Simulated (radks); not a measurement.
The numbers below are computed, except where a source is named.
Initial-state core-level shifts of the chlorine ion Cl3+ when its valence configuration changes from [Ne] 3s2 3p2. Level of theory: Dirac Kohn-Sham, BLYP, spin-unpolarised, spherical densities, finite nucleus; open shells fill j = l - 1/2 first; Fermi nuclear charge, rms radius 3.3654 fm (a radial shooting solver on a logarithmic mesh with Libxc functionals). Shifts are changes of the shell-averaged eigenvalues in eV (positive: less bound); the change of the density at the nucleus, which sets a Mossbauer isomer shift, is in e/bohr^3, on a base of 3603.

| valence | 1s | 2s | 2p | density at nucleus |
|---|---|---|---|---|
| 3s1.5 3p2.5 | -0.528 | -0.549 | -0.534 | -8.1799 |
| 3p4 | -2.050 | -2.147 | -2.085 | -33.1368 |
| 3s1 3p3 | -1.045 | -1.089 | -1.059 | -16.4308 |
| 3s0.5 3p3.5 | -1.552 | -1.622 | -1.576 | -24.7505 |
